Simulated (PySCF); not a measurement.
Correlation energy of Kr²⁺ (krypton, charge +2)

[Ar] 3d10 4s2 4p3 5s1, high-spin 5S determinant (an excited configuration). All numbers are calculated (PySCF 2.14, scalar relativity by spin-free X2C-1e, in x2c-QZVPPall with one added diffuse shell each of s, p, d, f type (12s9p6d5f1g, 113 functions)). Frozen: [Ar] 3d10; 6 electrons correlated.

MP2 pair energies summed by pair of shells (mhartree):

```csv
pair,energy,share (%)
4s-4p,-59.76,55.4
4p-4p,-19.07,17.7
4p-5s,-11.29,10.5
4s-4s,-9.69,9.0
4s-5s,-8.02,7.4
```

Total MP2 correlation energy: -107.82 mhartree.

Same-spin part -34.19 and opposite-spin part -73.63 mhartree; SCS-MP2 scales them by 1/3 and 6/5 to -99.76 mhartree.
